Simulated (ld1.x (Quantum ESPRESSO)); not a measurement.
## Ba, TM: configuration errors across variants

* Element: barium
* Generator: ld1.x (Quantum ESPRESSO) 7.5
* Type: norm-conserving Troullier–Martins (Kleinman–Bylander form)
* Functional: Wu–Cohen
* Relativity: scalar-relativistic
* Frozen core: [Xe]
* Valence charge: 2
* Reference configuration: 5d0.5 6s1.5 6p0
* Partial waves: 6p (bound, empty): rc 4.20 bohr; 5d (bound): rc 3.00 bohr; 4f channel at -0.05 Ry: rc 4.35 bohr; 6s (bound): rc 4.20 bohr
* Local potential: the s channel
* Core correction: Bessel-smoothed model core, default radius (core density twice the valence density)

All-electron excitation energies from the reference (eV): (1) 5d0 6s2 6p0 -0.645; (2) 5d0 6s1 6p0 4.718; (3) 5d0 6s1.5 6p0 1.500; (4) 5d0 6s0 6p2 3.497; (5) 5d0 6s0 6p1 7.290; (6) 5d1 6s0 6p0 5.322; (7) 5d0 6s1 6p1 1.405.

The default core radius of the base comes out at 3.12 bohr.

Tests that are not counted but printed errors over 1 eV. “local potential the d channel”: 5d0 6s0 6p2 (solver errors, printed error -7.0 eV); 5d0 6s1 6p1 (solver errors, printed error -6.9 eV); 1 more.

1 further variants failed, have other tests or another functional or relativity, and are left out.

A true bound ghost makes a file unfit for plane-wave use even where its test errors are small: the radial tests pick states by their node count and pass the ghost by. Where a test does run into it, the solver fails or the error is huge.

Errors AE − PS in meV (a dash: test not solved or not reliable):

```tsv
change	(1)	(2)	(3)	(4)	(5)	(6)	(7)	bound ghosts
base	-12	-28	-16	-78	-80	-29	-34	none
core correction Bessel-smoothed model core inside 2.76 bohr	-12	-28	-16	-77	-80	-30	-34	none
all radii but the core radius scaled by about 0.78 (s 3.28, p 3.28, d 2.34, f 3.40 bohr)	-8.8	-22	-11	-54	-69	-22	-21	p
local potential the d channel	-13	-36	-19	–	–	-29	–	s, p
wave 4f channel at -0.05 Ry: rc 4.35 bohr becomes 4f channel at -0.05 Ry: rc 4.02 bohr	-12	-28	-16	-78	-80	-29	-34	none
```

**Question.** Give the same row for: wave 6s (bound): rc 4.20 bohr becomes 6s (bound): rc 4.76 bohr.

**Answer.** -9.8, -24, -12, -91, -93, -26, -35; bound ghosts: none.
